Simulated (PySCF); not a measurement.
Computed IR spectrum (relative IR intensity) of a molecule C₄H₈S. Coordinates come from a PBE-D3(BJ)/def2-SVP optimisation. The values are those of a single conformer. These are PBE-D3(BJ)/def2-SVP (PySCF 2.14.0) values and carry that method's errors. Frequencies are harmonic and unscaled.

ν (cm⁻¹): 279 (vw), 502 (w), 620 (w), 691 (vw), 791 (vw), 890 (vw), 966 (vw), 971 (vw), 993 (w), 1096 (w), 1116 (w), 1148 (w), 1193 (w), 1200 (w), 1309 (w), 1342 (m), 1399 (vw), 1405 (m), 1416 (w), 1422 (vw), 2960 (m), 2979 (vs), 2990 (s), 3039 (m), 3048 (m), 3062 (m), 3066 (m) (against the strongest line: vs over 80 %, s over 45 %, m over 15 %, w over 4 %, vw less)

Q: Which structure fits?
(A) C[C@H]1CCS1
(B) CSC1CC1
(C) C=CCCS
(D) C[C@@H]1C[C@H]1S

A: A, C[C@H]1CCS1
